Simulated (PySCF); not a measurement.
Magnetic shielding above rings: a mixed set.

Definitions: NICS(0) = −σiso at the ring centroid; NICS(1) = −σiso and NICS(1)zz = −σzz at ±1 Å along the ring normal z. Level: GIAO PBE0/pcSseg-1 (PySCF, non-relativistic, gas phase) on the GFN2-xTB geometries, one conformer each. Atom numbers follow the mapped SMILES.

Question: Order these rings by mean NICS(1)zz, lowest (most negative) first (ppm).
A. ring C3–N4–N5–C6–N9 in `[CH2:1]=[CH:2][c:3]1[n:4][nH:5][c:6]([O:7][SiH3:8])[n:9]1`
B. ring C3–C4–C5–Si6–Si7–C8 in `[CH3:1][SiH2:2][C:3]1=[CH:4][CH2:5][SiH2:6][SiH2:7][C@@H:8]1[F:9]`
C. ring C5–N6–C7–N8–N9 in `[O:1]=[CH:2][SiH2:3][CH2:4][c:5]1[n:6][cH:7][n:8][nH:9]1`
D. ring C3–C4–C5–C6–C7–C8 in `[CH3:1][O:2][C@@H:3]1[CH:4]=[CH:5][CH2:6][CH2:7][C@H:8]1[F:9]`
E. ring Si3–Si4–C5–C8 in `[CH2:1]=[CH:2][Si@@H:3]1[SiH2:4][C@@H:5]([CH2:6][CH3:7])[C@H:8]1[F:9]`
F. ring C2–C3–C4 in `[CH3:1][C@@H:2]1[CH2:3][C@@:4]12[CH2:5][O:6][CH2:7][C@H:8]2[F:9]`

Answer: C (-31.2), A (-23.6), F (-20.3), B (-1.0), D (1.8), E (5.8).

```csv
SMILES,ring,NICS(0),NICS(1),NICS(1)zz,HOMA,rms pucker (Å),ring atoms with four or more neighbours
O=C[SiH2]Cc1ncn[nH]1,5-membered ring with 3 N; formal bonds all aromatic,-12.5,-11.7,-31.2,0.95,0.00,0
C=Cc1n[nH]c(O[SiH3])n1,5-membered ring with 3 N; formal bonds all aromatic,-10.8,-9.4,-23.6,0.91,0.00,0
C[C@@H]1C[C@@]12COC[C@H]2F,3-membered carbocycle; formal bonds all single,-42.5,-7.8,-20.3,–,0.00,3
C[SiH2]C1=CC[SiH2][SiH2][C@@H]1F,"6-membered ring with 2 Si; formal bonds 1 double, 5 single",-3.3,-4.7,-1.0,–,0.34,4
CO[C@@H]1C=CCC[C@H]1F,"6-membered carbocycle; formal bonds 1 double, 5 single",-2.3,-2.9,1.8,–,0.20,4
C=C[Si@@H]1[SiH2][C@@H](CC)[C@H]1F,4-membered ring with 2 Si; formal bonds all single,2.1,-0.8,5.8,–,0.14,4
```

NICS(0) gives another order. The isotropic NICS(1) gives the same order. HOMA uses Krygowski's 1993 parameters; it is left out where a ring has a four-coordinate atom, a triple bond, no multiple bond or a kind of bond without parameters. NICS(1) and NICS(1)zz are means over the two faces.
